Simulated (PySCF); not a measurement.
Molecule: SMILES COc1ccoc1, C$_{5}$H$_{6}$O$_{2}$.

Bonds (- single, = double, # triple, : aromatic): C1-O2 1.400 Å, O2-C3 1.340 Å, C3:C4 1.431 Å, C4:C5 1.362 Å, C5:O6 1.342 Å, O6:C7 1.357 Å, C7:C3 1.372 Å. C1 carries H8, H9, H10; C4 carries H11; C5 carries H12; C7 carries H13.

Geometry PBE0-D3(BJ)/def2-SVP throughout; GIAO in PySCF 2.14.0 with density-fitted response routines, gas phase, one conformer, non-relativistic; equivalent atoms averaged; functional PBE0.

For orientation, cc-pVDZ gives these absolute shieldings σ: C3 48.3, C5 59.0, C7 79.1, C4 93.7, C1 143.0, O6 86.0, O2 272.5, H12 24.27, H8/H9/H10 27.86 ppm.

A run gave: C3 52.8, C5 61.4, C7 80.4, C4 95.3, C1 140.4, O6 94.1, O2 277.0, H12 25.00, H8/H9/H10 28.41 ppm (absolute shieldings σ).

Problem. Which basis set was used in that run?
A. 6-31G
B. 6-311+G(2d,p)
C. IGLO-III
D. 6-31G*
E. pcSseg-0

Solution. D. O6 tells them apart best: 6-31G* gives 94.1, 6-31G gives 79.0, IGLO-III gives 61.6, 6-311+G(2d,p) gives 68.2, pcSseg-0 gives 54.3 ppm.
